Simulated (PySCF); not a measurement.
All values below come from PBE0-D3(BJ)/def2-TZVP run with PySCF. All species are isolated molecules in the gas phase. One relaxed conformer stands for a flexible species; it need not be the lowest. Excitations are Tamm–Dancoff values on a coarser integration grid. The basis has no diffuse functions, so Rydberg states are missing or too high.

Reference species (SMILES): `S/C=C\SS` (neutral, multiplicity 1).

```json
{
 "LUMO": "-1.29 eV",
 "brightest of the four lowest singlets (TDA)": "5.54 eV"
}
```

Changed species: `S=CCSS`.

### Question
What does the change do to the LUMO and brightest of the four lowest singlets (TDA)?

### Answer
the LUMO drops by 1.12 eV, to -2.41 eV; the brightest of the four lowest singlets (TDA) falls by 1.05 eV, to 4.49 eV.
